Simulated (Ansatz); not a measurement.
Consider the formal exchange of groups at a C–C bond: `CCCCC(C)CC` + `C[CH2][AlH2]` → `CC[CH](C)[AlH2]` + `CCC(C)CC`.

Isolated molecules relaxed with PBE0-D4/def2-TZVP in Ansatz; ΔE leaves out vibrations. CCSD(T)/CBS is the MP2 limit (def2-TZVPP, def2-QZVPP) plus CCSD(T) − MP2 in def2-TZVPP, frozen cores. Functionals use def2-TZVPP. One conformer a species, not always the lowest.

```json
{"level": "ωB97M-V", "ΔE (kcal/mol)": "2.0"}
{"level": "PBE0", "ΔE (kcal/mol)": "2.0"}
{"level": "MP2/def2-TZVPP", "ΔE (kcal/mol)": "2.0"}
{"level": "CCSD(T)/def2-TZVPP", "ΔE (kcal/mol)": "2.2"}
```

Q: What does CCSD(T)/CBS give? (Best estimate.)

A: Computed: +2.2 kcal/mol. The listed levels differ from it by -0.2, -0.2, -0.2, 0.0 kcal/mol.

Largest T1 diagnostic among the species: 0.009.

The D4 term adds −0.8 kcal/mol with B3LYP and −0.3 kcal/mol with PBE0; it sums over pairs of atoms, weighted by their polarisabilities, and B3LYP, whose exchange is more repulsive, gets the larger term. In def2-TZVPP, CCSD(T) changes the Hartree–Fock value by −1.3 kcal/mol (the triples alone add −0.3 kcal/mol) and MP2 by −1.5 kcal/mol.

B3LYP here is the variant with VWN-RPA as its local correlation; programs differ in this.
